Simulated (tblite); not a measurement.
C6H10O2S.
SMILES: `O=S1(=O)[C@H]2CC[C@@H]1CC2`

Computed with GFN2-xTB (tblite): harmonic, unscaled wavenumbers at the GFN2-xTB geometry, gas phase. The method is semi-empirical: single wavenumbers can be off by several per cent or more.

Harmonic wavenumbers (cm⁻¹): 109.5, 174.8, 215.1, 250.5, 315.9, 379.3, 414.9, 433.9, 534.4, 562.1, 609.6, 738.3, 813.9, 829.8, 846.6, 904.5, 924.3, 951.0, 962.7, 1013.7, 1028.4, 1074.8, 1091.7, 1109.6, 1132.2, 1142.0, 1157.9, 1210.5, 1214.7, 1233.5, 1235.5, 1252.2, 1274.6, 1310.2, 1313.4, 1316.9, 1324.8, 1459.8, 1469.4, 1481.2, 1493.8, 2969.8, 2971.2, 2981.9, 2986.7, 3004.2, 3004.6, 3014.3, 3016.8, 3041.0, 3043.9.

A = 2166, B = 1723, C = 1422 MHz; mass 146.040 u (most abundant isotopes); point group C2v, symmetry number 2.

**Question.** What is the zero-point energy?

**Answer.** Half the sum of the wavenumbers: 34173 cm⁻¹ = 408.80 kJ/mol.

**Question.** Entropy at 500 K, 1 bar (ideal gas, RRHO, classical rotation)?

**Answer.** Translation 181.76, rotation 119.91, vibration 148.83: S = 450.5 J/(mol K).

**Question.** And Cp and H(500 K) − H(0)?

**Answer.** Cp = 227.36 J/(mol K), of which vibrations give 194.10 (their classical limit is 51 R = 424.0); H(500 K) − H(0) = 60.57 kJ/mol without the zero-point energy, 43.94 from vibrations.

**Question.** How do the functions run with temperature in this model?

**Answer.** 
```csv
T (K),S (J/(mol K)),Cp (J/(mol K)),H − H(0) (kJ/mol),G − H(0) (kJ/mol),ln q(vib)
150,286.3,75.4,7.46,-35.50,1.00
250,334.1,116.7,16.98,-66.55,2.51
298.15,356.6,139.3,23.14,-83.18,3.34
400,404.3,186.9,39.79,-121.93,5.27
600,495.0,260.3,85.01,-211.97,9.48
900,614.4,327.3,174.09,-378.91,16.00
```

q(vib) and H(0) count from the zero-point level.

**Question.** Blend soft modes into free rotors: weight 1/[1 + (100 cm⁻¹/ν̃)⁴] for the oscillator and the rest for a rotor with moment μB/(μ + B), μ = h/(8π²ν), B = 10⁻⁴⁴ kg m². What vibrational entropy results?

**Answer.** 146.80 J/(mol K) in place of 148.83, which changes −T·S at 500 K by +1.02 kJ/mol.

Hindered rotation and anharmonicity are outside this model.
